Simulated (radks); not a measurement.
Excited configurations of the selenium ion Se3+: one electron is placed in a higher orbital outside [Ar] 3d10 4s2. The ground configuration is [Ar] 3d10 4s2 4p1. Calculated with a radial shooting solver on a logarithmic mesh with Libxc functionals: scalar-relativistic Kohn-Sham, BLYP, spin-polarised, spherical densities, finite nucleus; open shells are filled with parallel spins first; Fermi nuclear charge, rms radius 4.14 fm. Excitation = E - E(ground); binding = E(ion) - E, where the ion is the core of charge +4; n* = 4/sqrt(2 binding) in atomic units, and the quantum defect is n - n*.

outer orbital  excitation (eV)  binding (eV)  quantum defect  eigenvalue (eV)  <r> (bohr)
4d                      17.192        25.367           1.071          -21.333       2.594
5p                      22.677        19.883           1.691          -17.607       4.002
6p                      30.559        12.001           1.741          -10.639       6.771
6d                      33.353         9.207           1.137           -8.163       8.371
6f                      35.747         6.812           0.347           -5.986       10.81
7s                      33.547         9.013           2.085           -8.069       9.329
7p                      34.486         8.074           1.807           -7.202       10.19

The Delta-SCF ionisation energy is 42.559 eV (NIST Atomic Spectra Database: 42.947 eV, measured). Self-interaction in the functional shifts the binding energies and quantum defects, so they are the method's values and not measured ones. Open shells are spherical and high-spin; term and fine-structure splittings are not resolved.
